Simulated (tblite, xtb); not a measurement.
C2H6N (SMILES C[CH]N), doublet, at a GFN2-xTB geometry. Base run: GFN1-xTB in xtb 6.7.1.

Geometry (Å):
```xyz
9

C      1.2313    -0.2567    -0.0966
C     -0.0580     0.1739     0.4994
N     -1.2010     0.1497    -0.3102
H      1.6472     0.4886    -0.7886
H      1.9681    -0.4220     0.6873
H      1.1034    -1.1837    -0.6572
H     -0.0552     0.9476     1.2493
H     -2.0667     0.2636     0.1990
H     -1.2296    -0.6452    -0.9357
```
Charge 0, spin multiplicity 2.
All else is at xtb's defaults.
Base energy -10.59950 Eh.

Programs used: tblite, xtb; a row that names a program was run with it.

Variants of this job, named by their change:

| change | ΔE vs base (kJ/mol) | dipole (D) | G_solv (kcal/mol) | SCF cycles |
|---|---|---|---|---|
| base | 0.00 | 1.39 | - | 8 |
| program = tblite; method = gfn1; option = (--efield, 0,0,0.1) | 0.44 | - | - | - |
| acc = 0.0001 | 0.00 | 1.39 | - | 13 |
| program = tblite; method = gfn1; option = (--alpb, water) | -17.22 | - | - | - |
| alpb = benzene | -11.78 | 1.47 | -2.86 | 8 |
| program = tblite; method = gfn1; option = --spin-polarized | -19.53 | - | - | - |
| file = coord | 0.00 | 1.39 | - | 8 |
| alpb = ch2cl2 | -16.16 | 1.48 | -3.94 | 8 |
| program = tblite; method = gfn1; option = --grad | 0.00 | - | - | - |
| alpb = water | -18.95 | 1.57 | -5.00 | 8 |

ALPB and GBSA are two models with their own fitted parameters for each solvent, which aren't always the measured dielectric constant.
